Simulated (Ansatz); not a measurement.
A run for Ansatz (a quantum-chemistry and plane-wave program): U-CCSD(T)/6-31G on SiS, a point of a bond scan (R = 4.457 Å).

Ansatz 0.2 input:
```yaml
crystal:
  periodic: [false, false, false]
  atoms:
    - {symbol: Si, position_ang: [-0.00000000, -0.00000000, -1.03360590]}
    - {symbol: S, position_ang: [0.00000000, 0.00000000, 3.42381954]}
basis:
  gaussian:
    orbitals: 6-31G
correlation: {method: ccsd_t, electrons: outside_noble_gas}
scf: {omitted_lower_state_checks: [cluster_reference]}
magnetization: {spin_polarized: true, initial_magnetization: 0}
```

It printed:

```
WARN ansatz: RAYON_NUM_THREADS=1 ignored (pool sized by the plan → 1); use --threads N
Functional definition: HF
these checks for a lower state are left out or cut short: cluster_reference
integrals: 0.00 GiB planned
280 factors; integrals over basis functions are off by at most 2.9e-4 eV
mean field: 0.06 GiB planned
mean field evaluation 1: about -18653.9124 eV, gradient 2.4e1 eV
mean field evaluation 2: about -18653.9125 eV, gradient 2.4e1 eV
mean field evaluation 4: about -18594.2035 eV, gradient 7.4e1 eV
mean field evaluation 8: about -18671.4756 eV, gradient 2.8e0 eV
mean field evaluation 16: about -18671.8260 eV, gradient 1.4e0 eV
mean field evaluation 32: about -18673.9212 eV, gradient 7.7e-2 eV
mean field evaluation 64: about -18673.9071 eV, gradient 2.7e-1 eV
mean field evaluation 96: about -18675.1917 eV, gradient 3.3e-4 eV
mean field evaluation 128: about -18675.1377 eV, gradient 1.4e-1 eV
mean field evaluation 160: about -18675.2114 eV, gradient 1.4e-2 eV
mean field evaluation 192: about -18675.1056 eV, gradient 1.3e0 eV
mean field evaluation 224: about -18675.1564 eV, gradient 2.7e-6 eV
mean field evaluation 256: about -18675.1825 eV, gradient 1.1e-1 eV
mean field evaluation 288: about -18673.8534 eV, gradient 3.2e-1 eV
mean field evaluation 320: about -18675.1564 eV, gradient 1.0e-4 eV
mean field evaluation 352: about -18667.7338 eV, gradient 6.9e-6 eV
mean field -18675.21141912 eV, -686.3013611397 hartree, gradient 9.7e-6 eV, S^2 2.001532; 26 other end points of the search recorded, 0 dependent functions left out
10 core orbitals not correlated
reference -18675.21141912 eV, -686.3013611397 hartree; 5, 5 occupied and 11, 11 virtual orbitals, 280 factors
second order -0.88622589 eV of doubles, -0.00000000 eV of singles
coupled cluster: 0.05 GiB planned
cycle   1  -1.13511866 eV  change   -2.5e-1 eV  update   4.8e-2
cycle   2  -1.27102082 eV  change   -1.4e-1 eV  update   2.0e-2
cycle   3  -1.27265359 eV  change   -1.6e-3 eV  update   4.1e-3
cycle   4  -1.27373800 eV  change   -1.1e-3 eV  update   2.4e-3
cycle   5  -1.27453687 eV  change   -8.0e-4 eV  update   2.0e-3
cycle   6  -1.27451993 eV  change    1.7e-5 eV  update   1.7e-3
cycle   7  -1.27482880 eV  change   -3.1e-4 eV  update   1.4e-3
cycle   8  -1.27566230 eV  change   -8.3e-4 eV  update   1.2e-3
cycle   9  -1.27562113 eV  change    4.1e-5 eV  update   6.3e-4
cycle  10  -1.27579407 eV  change   -1.7e-4 eV  update   3.7e-4
cycle  11  -1.27585736 eV  change   -6.3e-5 eV  update   2.7e-4
cycle  12  -1.27598102 eV  change   -1.2e-4 eV  update   2.0e-4
cycle  13  -1.27597346 eV  change    7.6e-6 eV  update   1.5e-4
cycle  14  -1.27594291 eV  change    3.1e-5 eV  update   9.0e-5
cycle  15  -1.27593013 eV  change    1.3e-5 eV  update   7.4e-5
cycle  16  -1.27593089 eV  change   -7.6e-7 eV  update   6.6e-5
cycle  17  -1.27594045 eV  change   -9.6e-6 eV  update   5.9e-5
cycle  18  -1.27594230 eV  change   -1.8e-6 eV  update   5.4e-5
cycle  19  -1.27594299 eV  change   -6.9e-7 eV  update   5.1e-5
cycle  20  -1.27594693 eV  change   -3.9e-6 eV  update   4.7e-5
cycle  21  -1.27595914 eV  change   -1.2e-5 eV  update   4.2e-5
cycle  22  -1.27596912 eV  change   -1.0e-5 eV  update   3.4e-5
cycle  23  -1.27597072 eV  change   -1.6e-6 eV  update   2.8e-5
cycle  24  -1.27596691 eV  change    3.8e-6 eV  update   2.5e-5
cycle  25  -1.27595818 eV  change    8.7e-6 eV  update   2.2e-5
cycle  26  -1.27595080 eV  change    7.4e-6 eV  update   1.8e-5
cycle  27  -1.27594895 eV  change    1.9e-6 eV  update   1.2e-5
coupled cluster: 0.05 GiB planned
perturbative correction -0.01040052 eV, -0.0003822122 hartree
Total energy: -18676.49776859 eV, -686.3486336108 hartree
Checks for a lower state left out: cluster_reference
```

Self-consistency was reached. Its determinant has ⟨S²⟩ = 2.00, a mixture of spin states.

Cost: around 1.6 core-seconds (rough).
